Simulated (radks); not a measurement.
Dispersion coefficients C6 (hartree bohr^6) between ground-configuration atoms and ions, from the Casimir-Polder integral (3/pi) of alpha_A(iw) alpha_B(iw). All-electron calculation, non-relativistic Kohn-Sham, LB94 model potential, spin-polarised, spherical densities, point nucleus; open shells are filled with parallel spins first. Program: a radial shooting solver on a logarithmic mesh with Libxc functionals. Response by self-consistent Sternheimer equations with the Hartree and adiabatic LDA kernel.

C6,Li,Be+,B2+,C3+,N4+,O5+,F6+,Ne7+
Li,1189,,,,,,,
Be+,244.3,58.17,,,,,,
B2+,88.69,22.72,9.241,,,,,
C3+,41.88,11.22,4.687,2.420,,,,
N4+,23.05,6.371,2.713,1.420,0.8409,,,
O5+,14.03,3.970,1.716,0.9072,0.5416,0.3510,,
F6+,9.177,2.644,1.157,0.6167,0.3705,0.2413,0.1666,
Ne7+,6.329,1.851,0.8181,0.4391,0.2652,0.1735,0.1202,0.08705

Static polarisabilities (bohr^3): Li ([He] 2s1) 150.0, Be+ ([He] 2s1) 22.44, B2+ ([He] 2s1) 7.245, C3+ ([He] 2s1) 3.213, N4+ ([He] 2s1) 1.699, O5+ ([He] 2s1) 1.005, F6+ ([He] 2s1) 0.6437, Ne7+ ([He] 2s1) 0.4367. The combination rule 2 Ca Cb / ((alpha_b/alpha_a) Ca + (alpha_a/alpha_b) Cb) gives 11.16 for C3+-Be+, against 11.22 from the integral.
